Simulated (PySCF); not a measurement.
## MZn for M along group 13

PBE0 with double-zeta basis sets in PySCF, for the lowest determinant that a PBE0 search found; no spin–orbit coupling. De refers to high-spin ground-configuration atoms. A positive dipole means M(−)Zn(+).

```
 M     basis  state (unpaired electrons)  Re (Å)  ωe (cm⁻¹)  De (eV)  μ (D)
 B  def2-SVP               doublet (π ↑)   2.216        329     0.63   2.30
Ga   pcseg-1               doublet (π ↑)   2.709        121     0.34   1.40
In  def2-SVP               doublet (π ↑)   2.848        109     0.36   1.42
Tl  def2-SVP               doublet (π ↑)   2.886       97.4     0.35   1.21
```

The shortest bond is that of ZnB (2.216 Å), the longest that of TlZn (2.886 Å).

The rows differ in basis set, which adds steps of its own.

Down a group the atoms grow and get heavier, so bonds lengthen and wavenumbers fall; this series shows no clear exception.

Weak bonds: TlZn, ZnGa, ZnIn. Basis-set superposition, not corrected here, can be much of De in a small basis, most of all at correlated wavefunction levels. Functionals without a dispersion term scatter widely for such bonds, and LDA overbinds them. These are scalar-relativistic numbers at best; spin–orbit coupling would shift them, the dissociation energy most. States were picked by a PBE0 search and need not be the measured ground states.
